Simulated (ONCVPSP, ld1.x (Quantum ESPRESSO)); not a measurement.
# Potentials for carbon compared

Generated with ld1.x 7.5 (TM, RRKJ, ultrasoft, PAW), atompaw 4.2 or ONCVPSP 4.0.1. The cutoff is in Ry: for ld1.x and atompaw files where the sum of valence levels is converged to 10 mRy in a Bessel basis, for ONCV files where the hardest occupied wave has 1 mHa per electron of residual kinetic energy. The error is the largest all-electron minus pseudo excitation energy over each file’s own four to seven test configurations (ionisations up to +4, promotions, holes and added fractions of an electron), all of which were solved. The labels leave out finer settings (local radius, basis sizes, second energies), which also bear on the numbers. Spin-polarised tests are not counted. The rows are a selection from randomly drawn settings: files with unsolved tests, undetermined cutoffs or missed reference levels are left out.

| potential | cutoff (Ry) | largest error (meV) | bound ghosts |
| --- | --- | --- | --- |
| ONCV, LDA (Perdew-Wang 92), scalar-relativistic, rc 1.35/2.70/2.50 (spd), local smoothed, core correction yes, reference 2s2 2p2, qcut 5/5.1/4.3, projectors 2/3/2 | 24 | +1597 | none |
| ONCV, PBE, scalar-relativistic, rc 1.35/2.60/2.45 (spd), local s, core correction yes, reference 2s2 2p2, qcut 5.2/4.1/4, projectors 0/3/1 | 29 | +2242 | none |
| ONCV, PBE, non-relativistic, rc 0.90/1.65/1.70 (spd), local smoothed, core correction yes, reference 2s2 2p2, qcut 9.4/8.8/6.6, projectors 2/2/2 | 42 | +167 | none |
| ultrasoft, PBEsol, scalar-relativistic, rc 1.35/2.90/3.05 (spd), local smoothed, core correction yes, reference 2s2 2p2 | 8 | -16 | none |

Problem. Fill in the row for C: ONCV, LDA (Perdew-Wang 92), scalar-relativistic, rc 1.25/1.85/1.90 (spd), local smoothed, core correction yes, reference 2s2 2p2, qcut 6.4/8/4.9, projectors 2/2/2.

Solution. cutoff 37 Ry, largest error +386 meV, bound ghosts: none.

Problem. Fill in the row for C: ONCV, LDA (Perdew-Wang 92), scalar-relativistic, rc 1.25/2.75 (sp), local smoothed, core correction no, reference 2s1.75 2p2.25, qcut 6.1/5.1, projectors 2/1.

Solution. cutoff 33 Ry, largest error +2158 meV, bound ghosts: none.

Problem. Fill in the row for C: ONCV, PBE, non-relativistic, rc 1.15/2.75/2.20 (spd), local smoothed, core correction yes, reference 2s2 2p2, qcut 6.4/6/4.7, projectors 3/3/2.

Solution. cutoff 36 Ry, largest error +1439 meV, bound ghosts: none.
